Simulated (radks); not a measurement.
The numbers below are computed, except where a source is named.
Spherical quantum dot in the effective-mass picture: electrons in a parabolic well V = omega^2 r^2 / 2 with omega = 0.0671, all in effective atomic units (hartree* = m*/eps^2 hartree, bohr* = eps/m* bohr), one dielectric constant everywhere. Level of theory: non-relativistic Kohn-Sham, LDA (Slater exchange, Perdew-Wang correlation), spin-polarised, spherical densities (a radial shooting solver with Libxc functionals). Levels are named by radial order and angular momentum (1s, 1p, 1d, 2s, ...), and open shells are averaged over m. Results are scaled to m* = 0.114 and eps = 15.6, for which hartree* = 12.75 meV and bohr* = 7.241 nm.

N = 3, configuration 1s2 1p(up 1, down 0). This is the lowest configuration that the search found (a dilute case). Occupied and some empty levels:

level,occupation,eigenvalue (meV),<r> (nm)
1s up,1,5.4289,43.31
1s down,1,5.5365,43.12
1p up,1,5.8905,51.58
1p down,0,6.0022,51.94
1d up,0,6.4655,58.18
1d down,0,6.5691,58.77
2s up,0,6.7232,51.10
2s down,0,6.7899,51.45
1f up,0,7.1140,63.99
1f down,0,7.2046,64.67

Energy (meV): total 9.85823, kinetic 1.4889, external 3.9017, Hartree 8.0838, exchange-correlation -3.6162.

Electron density:

r (nm),n(r) (e/nm^3)
4.40,4.484e-06
9.30,4.510e-06
14.2,4.536e-06
19.1,4.532e-06
24.0,4.461e-06
28.9,4.288e-06
33.8,3.987e-06
38.7,3.553e-06
43.6,3.010e-06
48.5,2.405e-06
53.4,1.802e-06
58.3,1.260e-06
63.2,8.195e-07
68.1,4.954e-07
73.0,2.782e-07
77.9,1.445e-07
82.8,7.056e-08
87.7,3.171e-08
92.6,1.329e-08
97.5,5.280e-09
